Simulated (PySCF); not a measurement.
## Ionisation energy of Zn²⁺ by level of theory

Zn²⁺ [Ar] 3d10 (1S) → Zn³⁺ [Ar] 3d9 (2D), as a difference of total energies. Computed with PySCF 2.14 in def2-QZVPPD (11s6p5d4f2g, 100 functions), with the non-relativistic Hamiltonian (point nucleus). Correlated levels: valence and next inner shell: [Ne] frozen. The calculations carry no spin-orbit coupling.

Problem. Order these methods by the ionisation energy they give, lowest first.
A. SCS-MP2 (valence and next inner shell)
B. MP2 (valence and next inner shell)
C. UHF
D. CCSD(T) (valence and next inner shell)

Solution. C (37.297 eV), D (39.939 eV), A (40.351 eV), B (40.810 eV).

A first-order spin-orbit estimate (lowest level to lowest level, LS coupling) adds -0.152 eV.

These non-relativistic numbers lack the scalar-relativistic shift.

Errors of the correlated levels include the incompleteness of this basis and the frozen core.

For comparison: 39.723 eV (measured; NIST Atomic Spectra Database, ionization energies).
